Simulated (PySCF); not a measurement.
# Dipole response of Tl⁺ (thallium, charge +1)

[Xe] 4f14 5d9 6s2 6p1, one real determinant (an excited configuration). Computed with PySCF 2.14 in aug-cc-pVQZ-DK3 (10s9p7d4f2g, 118 functions), with scalar relativity by spin-free X2C-1e. Coupled (time-dependent) response in atomic units; α is the mean over directions.

| method | mean α (bohr³) | α xx, yy, zz | C₆ (like pair) | S(−4) |
| --- | --- | --- | --- | --- |
| UHF | 29.15 | 26.33, 26.33, 34.78 | 259.4 | 254.1 |

S(−4) is the Cauchy moment in α(ω) = α(0) + S(−4) ω² + …

Spin-orbit coupling is absent.

α(iu) at UHF:

```json
{"u (hartree)": "0", "α(iu) (bohr³)": "29.15"}
{"u (hartree)": "0.0500", "α(iu) (bohr³)": "28.53"}
{"u (hartree)": "0.100", "α(iu) (bohr³)": "26.87"}
{"u (hartree)": "0.200", "α(iu) (bohr³)": "22.11"}
{"u (hartree)": "0.300", "α(iu) (bohr³)": "17.54"}
{"u (hartree)": "0.500", "α(iu) (bohr³)": "11.40"}
{"u (hartree)": "0.750", "α(iu) (bohr³)": "7.500"}
{"u (hartree)": "1.00", "α(iu) (bohr³)": "5.457"}
{"u (hartree)": "1.50", "α(iu) (bohr³)": "3.398"}
{"u (hartree)": "2.00", "α(iu) (bohr³)": "2.362"}
{"u (hartree)": "3.00", "α(iu) (bohr³)": "1.335"}
{"u (hartree)": "5.00", "α(iu) (bohr³)": "0.5852"}
```

A single London oscillator, α(iu) = α/(1 + u²/ω²), gives C₆ = (3/4) ω α². Matching the computed C₆ needs ω = 4 × 259.4 / (3 × 29.15²) = 0.407 hartree.

For an ion, C₆ is the dispersion term alone; charge-induced terms of lower order in 1/R come first.

The components differ because the open shell of this determinant is not spherical; for a pure term their mean is the scalar polarisability.

⟨L²⟩ = 8.01 against 12 for a pure F term, so this real determinant mixes terms. Spin-orbit coupling, absent here, splits the open shell strongly.
